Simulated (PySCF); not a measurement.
CH₆O₂Si₂.
Bonds: O1–C2 (double), C2–Si3, Si3–O4, O4–Si5. Hydrogens: H6 on C2; H7, H8 on Si3; H9, H10, H11 on Si5.

The same species was optimised twice, with GFN2-xTB and with PBE0-D3(BJ)/def2-SVP (PySCF), and the same property calculations (PySCF, gas phase) were run on both structures.

| coordinate | GFN2-xTB | PBE0-D3(BJ)/def2-SVP | change |
| --- | --- | --- | --- |
| Si3–O4 (Å) | 1.606 | 1.643 | +0.037 |
| Si3–H7 (Å) | 1.459 | 1.492 | +0.033 |
| Si3–H8 (Å) | 1.459 | 1.492 | +0.033 |
| Si5–H10 (Å) | 1.458 | 1.490 | +0.032 |
| Si5–H11 (Å) | 1.458 | 1.490 | +0.032 |
| O4–Si5 (Å) | 1.642 | 1.671 | +0.029 |
| Si5–H9 (Å) | 1.463 | 1.492 | +0.029 |
| C2–H6 (Å) | 1.112 | 1.125 | +0.013 |
| C2–Si3 (Å) | 1.920 | 1.928 | +0.008 |
| O1=C2 (Å) | 1.206 | 1.209 | +0.003 |
| H7–Si3–H8 (°) | 115.2 | 109.5 | -5.7 |
| O4–Si5–H9 (°) | 100.9 | 106.0 | +5.1 |
| Si3–O4–Si5 (°) | 146.5 | 142.3 | -4.2 |
| H9–Si5–H11 (°) | 112.6 | 108.8 | -3.8 |
| H9–Si5–H10 (°) | 112.5 | 108.8 | -3.7 |
| O1–C2–Si3 (°) | 121.5 | 118.4 | -3.1 |
| O4–Si3–H8 (°) | 108.5 | 111.7 | +3.2 |
| O4–Si3–H7 (°) | 108.7 | 111.7 | +3.0 |
| O1–C2–Si3–O4 (°) | -1 | -1 | 0 |
| C2–Si3–O4–Si5 (°) | 1 | 1 | 0 |

Rotational constants: A = 4549, B = 2345, C = 1607 MHz (GFN2-xTB) against A = 4490, B = 2387, C = 1619 MHz (PBE0-D3(BJ)/def2-SVP).

On the GFN2-xTB structure: HOMO (eV) -7.11 [PBE0/pcSseg-1]; LUMO (eV) -1.56 [PBE0/pcSseg-1]; dipole (D) 1.76 [PBE0/pcSseg-1]; GIAO shielding of O1 (ppm) -590.0 [PBE0/pcSseg-1]; GIAO shielding of C2 (ppm) -62.9 [PBE0/pcSseg-1]; GIAO shielding of Si3 (ppm) 398.4 [PBE0/pcSseg-1]; GIAO shielding of O4 (ppm) 345.5 [PBE0/pcSseg-1]; GIAO shielding of Si5 (ppm) 384.3 [PBE0/pcSseg-1].

**Question.** What do these properties become on the PBE0-D3(BJ)/def2-SVP structure?

**Answer.** 
```json
{"property": "HOMO (eV)", "level": "PBE0/pcSseg-1", "on GFN2-xTB": "-7.11", "on PBE0-D3(BJ)/def2-SVP": "-7.27", "change": "-0.16"}
{"property": "LUMO (eV)", "level": "PBE0/pcSseg-1", "on GFN2-xTB": "-1.56", "on PBE0-D3(BJ)/def2-SVP": "-1.71", "change": "-0.15"}
{"property": "dipole (D)", "level": "PBE0/pcSseg-1", "on GFN2-xTB": "1.76", "on PBE0-D3(BJ)/def2-SVP": "2.05", "change": "+0.29"}
{"property": "energy, GFN2-xTB geometry as zero (kcal/mol)", "level": "PBE0/pcSseg-1", "on GFN2-xTB": "0.0", "on PBE0-D3(BJ)/def2-SVP": "-3.3", "change": "-3.3"}
{"property": "GIAO shielding of O1 (ppm)", "level": "PBE0/pcSseg-1", "on GFN2-xTB": "-590.0", "on PBE0-D3(BJ)/def2-SVP": "-590.3", "change": "-0.3"}
{"property": "GIAO shielding of C2 (ppm)", "level": "PBE0/pcSseg-1", "on GFN2-xTB": "-62.9", "on PBE0-D3(BJ)/def2-SVP": "-62.8", "change": "+0.1"}
{"property": "GIAO shielding of Si3 (ppm)", "level": "PBE0/pcSseg-1", "on GFN2-xTB": "398.4", "on PBE0-D3(BJ)/def2-SVP": "396.8", "change": "-1.6"}
{"property": "GIAO shielding of O4 (ppm)", "level": "PBE0/pcSseg-1", "on GFN2-xTB": "345.5", "on PBE0-D3(BJ)/def2-SVP": "343.8", "change": "-1.7"}
{"property": "GIAO shielding of Si5 (ppm)", "level": "PBE0/pcSseg-1", "on GFN2-xTB": "384.3", "on PBE0-D3(BJ)/def2-SVP": "384.1", "change": "-0.2"}
```

The heavy atoms differ by 0.056 Å rms after alignment. Among all bonds Si3–O4 changes most (+0.037 Å). Changes are differences of the printed values. Neither structure is proved a minimum here.

Conformer computed: `[O:1]=[CH:2][SiH2:3][O:4][SiH3:5]`: O1–C2–Si3–O4 -1°, C2–Si3–O4–Si5 1°.
